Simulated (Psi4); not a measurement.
C₄H₉ (SMILES [CH2]CCC), doublet, at a GFN2-xTB geometry; Psi4 1.11 with SVWN/3-21G.

Input for Psi4:
```
memory 2 GB

molecule {
0 2
  C     0.63730514    1.87005301   -0.01394368
  C     0.72008503    0.40256805   -0.00712874
  C    -0.68096714   -0.25971025    0.00613129
  C    -0.57877676   -1.77827076    0.01306639
  H    -1.57081445   -2.22475477    0.02234213
  H     0.52181633    2.41306263    0.90408459
  H     0.50879020    2.40378407   -0.93567471
  H    -0.03936084   -2.12196574    0.89313671
  H    -0.05185183   -2.13086312   -0.87104236
  H     1.24572605    0.04709417   -0.89755459
  H     1.25830682    0.05605550    0.87930497
  H    -1.23549347    0.07042266   -0.87419063
  H    -1.22299644    0.07932434    0.89084235
}

set basis 3-21g
set reference uks
set scf_type pk

energy('svwn')
print_variables()
```

**Question.** Write the output that Psi4 gives for this input, abridged.

**Answer.** 
```
   => Loading Basis Set <=

    Name: 3-21G
    Role: ORBITAL
    Keyword: BASIS

         ---------------------------------------------------------
                                   SCF
               by Justin Turney, Rob Parrish, Andy Simmonett
                          and Daniel G. A. Smith
                              UKS Reference
         ---------------------------------------------------------

  ==> Geometry <==

    Molecular point group: c1
    Full point group: C1

    Geometry (in Angstrom), charge = 0, multiplicity = 2:

       Center              X                  Y                   Z               Mass
    ------------   -----------------  -----------------  -----------------  -----------------
         C            0.627119600017     1.845577566940    -0.013748125115    12.000000000000
         C            0.709899490017     0.378092606940    -0.006933185115    12.000000000000
         C           -0.691152679983    -0.284185693060     0.006326844885    12.000000000000
         C           -0.588962299983    -1.802746203060     0.013261944885    12.000000000000
         H           -1.580999989983    -2.249230213060     0.022537684885     1.007825032230
         H            0.511630790017     2.388587186940     0.904280144885     1.007825032230
         H            0.498604660017     2.379308626940    -0.935479155115     1.007825032230
         H           -0.049546379983    -2.146441183060     0.893332264885     1.007825032230
         H           -0.062037369983    -2.155338563060    -0.870846805115     1.007825032230
         H            1.235540510017     0.022618726940    -0.897359035115     1.007825032230
         H            1.248121280017     0.031580056940     0.879500524885     1.007825032230
         H           -1.245679009983     0.045947216940    -0.873995075115     1.007825032230
         H           -1.233181979983     0.054848896940     0.891037904885     1.007825032230

  Running in c1 symmetry.

  Rotational constants: A =      0.81497  B =      0.12914  C =      0.12184 [cm^-1]
  Rotational constants: A =  24432.06032  B =   3871.40682  C =   3652.74361 [MHz]
  Nuclear repulsion =  123.694800527809619

  Charge       = 0
  Multiplicity = 2
  Electrons    = 33
  Nalpha       = 17
  Nbeta        = 16

  ==> Algorithm <==

  SCF Algorithm Type is PK.
  DIIS enabled.
  MOM disabled.
  Fractional occupation disabled.
  Guess Type is SAD.
  Energy threshold   = 1.00e-06
  Density threshold  = 1.00e-06
  Integral threshold = 1.00e-12

  ==> Primary Basis <==

  Basis Set: 3-21G
    Blend: 3-21G
    Number of shells: 38
    Number of basis functions: 54
    Number of Cartesian functions: 54
    Spherical Harmonics?: false
    Max angular momentum: 1

  ==> DFT Potential <==

   => LibXC <=

    Version 7.1.2
    S. Lehtola, C. Steigemann, M. J. T. Oliveira, and M. A. L. Marques,  SoftwareX 7, 1–5 (2018) (10.1016/j.softx.2017.11.002)

   => Composite Functional: SVWN <=

    Slater exchange
    Vosko, Wilk & Nusair (VWN5_RPA)
    P. A. M. Dirac,  Math. Proc. Cambridge Philos. Soc. 26, 376 (1930) (10.1017/S0305004100016108)
    F. Bloch,  Z. Phys. 57, 545 (1929) (10.1007/BF01340281)
    S. H. Vosko, L. Wilk, and M. Nusair,  Can. J. Phys. 58, 1200 (1980) (10.1139/p80-159)

    Deriv               =              1
    GGA                 =          FALSE
    Meta                =          FALSE

    Exchange Hybrid     =          FALSE
    MP2 Hybrid          =          FALSE

   => Exchange Functionals <=

    1.0000         XC_LDA_X

   => Correlation Functionals <=

    1.0000   XC_LDA_C_VWN_RPA

   => LibXC Density Thresholds  <==

    XC_LDA_C_VWN_RPA:  1.00E-15
    XC_LDA_X:  1.00E-15

   => Molecular Quadrature <=

    Radial Scheme          =       TREUTLER
    Pruning Scheme         =           NONE
    Nuclear Scheme         =       TREUTLER

    Blocking Scheme        =         OCTREE
    BS radius alpha        =              1
    Pruning alpha          =              1
    Radial Points          =             75
    Spherical Points       =            302
    Total Points           =         276117
    Total Blocks           =           2076
    Max Points             =            256
    Max Functions          =             53
    Weights Tolerance      =       1.00E-15

  ==> Integral Setup <==

  Using in-core PK algorithm.
   Calculation information:
      Number of atoms:                  13
      Number of AO shells:              38
      Number of primitives:             63
      Number of atomic orbitals:        54
      Number of basis functions:        54

      Integral cutoff                 1.00e-12
      Number of threads:                 1

  Performing in-core PK
  Using 2206710 doubles for integral storage.
  We computed 249928 shell quartets total.
  Whereas there are 274911 unique shell quartets.

  ==> DiskJK: Disk-Based J/K Matrices <==

    J tasked:                  Yes
    K tasked:                   No
    wK tasked:                  No
    Schwarz Cutoff:          1E-12

  Minimum eigenvalue in the overlap matrix is 1.1880892457E-02.
  Reciprocal condition number of the overlap matrix is 2.5242966938E-03.
    Using symmetric orthogonalization.

  ==> Pre-Iterations <==

  SCF Guess: Superposition of Atomic Densities via on-the-fly atomic UHF (no occupation information).

   -------------------------
    Irrep   Nso     Nmo
   -------------------------
     A         54      54
   -------------------------
    Total      54      54
   -------------------------

  ==> Iterations <==

                        Total Energy        Delta E     RMS |[F,P]|

   @UKS iter SAD:  -155.47717060671442   -1.55477e+02   0.00000e+00
   @UKS iter   1:  -155.59392188585679   -1.16751e-01   1.71388e-02 ADIIS/DIIS
   @UKS iter   2:  -155.21868212089544    3.75240e-01   2.20616e-02 ADIIS/DIIS
   @UKS iter   3:  -156.03144345684620   -8.12761e-01   1.66963e-03 ADIIS/DIIS
   @UKS iter   4:  -156.03400854285468   -2.56509e-03   1.17939e-03 ADIIS/DIIS
   @UKS iter   5:  -156.03611268149558   -2.10414e-03   8.93782e-05 DIIS
   @UKS iter   6:  -156.03612271985287   -1.00384e-05   5.25363e-05 DIIS
   @UKS iter   7:  -156.03612658765047   -3.86780e-06   9.17574e-06 DIIS
   @UKS iter   8:  -156.03612674098562   -1.53335e-07   1.53861e-06 DIIS
   @UKS iter   9:  -156.03612674510799   -4.12237e-09   9.76640e-07 DIIS
  Energy and wave function converged.

  ==> Post-Iterations <==

   Electrons on quadrature grid:
      Nalpha   =   16.9999417275 ; deviation = -5.827e-05
      Nbeta    =   15.9999467974 ; deviation = -5.320e-05
      Ntotal   =   32.9998885249 ; deviation = -1.115e-04

   @Spin Contamination Metric:   1.900144016E-03
   @S^2 Expected:                7.500000000E-01
   @S^2 Observed:                7.519001440E-01
   @S   Expected:                5.000000000E-01
   @S   Observed:                5.000000000E-01

    Orbital Energies [Eh]
    ---------------------

    Alpha Occupied:

[...]
    Alpha Virtual:

[...]
      54A      2.181396

    Beta Occupied:

[...]
      16A     -0.293247

    Beta Virtual:

[...]
    Final Occupation by Irrep:
              A
    DOCC [    16 ]
    SOCC [     1 ]
    NA   [    17 ]
    NB   [    16 ]

  @UKS Final Energy:  -156.03612674510799

   => Energetics <=

    Nuclear Repulsion Energy =            123.6948005278096190
    One-Electron Energy =                -454.1622088007079583
    Two-Electron Energy =                 198.5027706419902529
    DFT Exchange-Correlation Energy =     -24.0714891141998990
    Empirical Dispersion Energy =           0.0000000000000000
    VV10 Nonlocal Energy =                  0.0000000000000000
    Total Energy =                       -156.0361267451079925

  UHF NO Occupations:
  HONO-2 :   15  A 1.9997619
  HONO-1 :   16  A 1.9995570
  HONO-0 :   17  A 1.0000000
  LUNO+0 :   18  A 0.0004430
  LUNO+1 :   19  A 0.0002381
  LUNO+2 :   20  A 0.0002013
  LUNO+3 :   21  A 0.0000544

Computation Completed

Properties will be evaluated at   0.000000,   0.000000,   0.000000 [a0]

Properties computed using the SCF density matrix

 Multipole Moments:

 ------------------------------------------------------------------------------------
     Multipole            Electronic (a.u.)      Nuclear  (a.u.)        Total (a.u.)
 ------------------------------------------------------------------------------------

 L = 1.  Multiply by 2.5417464519 to convert [e a0] to [Debye]
 Dipole X            :          0.5285121           -0.6351801           -0.1066680
 Dipole Y            :          1.4011109           -1.5263121           -0.1252012
 Dipole Z            :         -0.0108083            0.0121950            0.0013867
 Magnitude           :                                                    0.1644851

 ------------------------------------------------------------------------------------

  Variable Map:
  ----------------------------------------------------------------------------
[...]
  Array Variable Map:
  ----------------------------------------------------------------------------
[...]
[...]
```
